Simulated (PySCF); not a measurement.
A side-by-side comparison of computed properties.

First species: C₄H₄FN₃.
SMILES: `Cc1cnc(F)nn1`

Second species: C₃H₃FO₂.
SMILES with atom numbers: `[O:1]=[CH:2][O:3]/[CH:4]=[CH:5]\[F:6]` (hydrogens: H7 on C2; H8 on C4; H9 on C5)

Structure used (GFN2-xTB), in Å, numbered top down from 1:
```
atom  x, y, z in Å
O1     1.437   -1.481    1.151
C2     1.625   -0.811    0.182
O3     0.747    0.003   -0.402
C4    -0.509    0.097    0.148
C5    -1.453    0.874   -0.360
F6    -1.272    1.631   -1.446
H7     2.567   -0.763   -0.384
H8    -0.685   -0.504    1.029
H9    -2.444    0.962    0.056
```

Levels: wB97X-D/def2-SVPD for dipole moment, HOMO energy, LUMO energy, HOMO–LUMO gap, static isotropic polarisability and electronic spatial extent ⟨r²⟩ about the centre of nuclear charge; TDDFT wB97X-D/def2-SVPD for lowest singlet excitation; TDA wB97X-D/def2-SVPD for lowest triplet excitation (Tamm–Dancoff); GFN2-xTB for rotational constant A and rotational constant C. Geometries: GFN2-xTB. All species are isolated and taken at one optimised geometry, non-relativistic unless stated. Electronic properties by PySCF.

The conformers computed, where there is a choice (atom-mapped SMILES and torsion angles):
- `[O:1]=[CH:2][O:3]/[CH:4]=[CH:5]\[F:6]`: O1–C2–O3–C4 0°, C2–O3–C4–C5 180°

Values for the first species:

| Item | Value |
| --- | --- |
| Dipole moment | 4.29 D |
| HOMO energy | -9.20 eV |
| LUMO energy | -0.64 eV |
| HOMO–LUMO gap | 8.56 eV |
| Lowest singlet excitation | 3.23 eV |
| Lowest triplet excitation (Tamm–Dancoff) | 2.57 eV |
| Static isotropic polarisability | 65.2 au |
| Electronic spatial extent ⟨r²⟩ about the centre of nuclear charge | 873 bohr² |
| Rotational constant A | 6.094 GHz |
| Rotational constant C | 1.270 GHz |

Q: Estimate the same properties for the second species, and the change in each.

A: 
```csv
property,first,second,second less first
dipole moment,4.29 D,0.70 D,-3.59 D
HOMO energy,-9.20 eV,-9.54 eV,-0.34 eV
LUMO energy,-0.64 eV,0.95 eV,+1.59 eV
HOMO–LUMO gap,8.56 eV,10.49 eV,+1.93 eV
lowest singlet excitation,3.23 eV,5.89 eV,+2.66 eV
lowest triplet excitation (Tamm–Dancoff),2.57 eV,4.37 eV,+1.80 eV
static isotropic polarisability,65.2 au,46.7 au,-18.5 au
electronic spatial extent ⟨r²⟩ about the centre of nuclear charge,873 bohr²,655 bohr²,-218 bohr²
rotational constant A,6.094 GHz,15.581 GHz,+9.487 GHz
rotational constant C,1.270 GHz,1.612 GHz,+0.342 GHz
```

On the first: The dipole equals about 14.3 × 10⁻³⁰ C·m (1 D = 3.33564 × 10⁻³⁰ C·m). The vertical singlet–triplet gap S1 − T1 is 0.66 eV (TDDFT singlet less Tamm–Dancoff triplet; S1: HOMO→LUMO, weight 0.99; T1: HOMO→LUMO, weight 0.96).

On the second: The polarisability is 6.92 Å³ as a volume (1 au = 0.148185 Å³), or 1.02 au for each of the 46 electrons. The principal polarisabilities are 30.6, 42.3 and 67.3 au; their mean is the isotropic value.
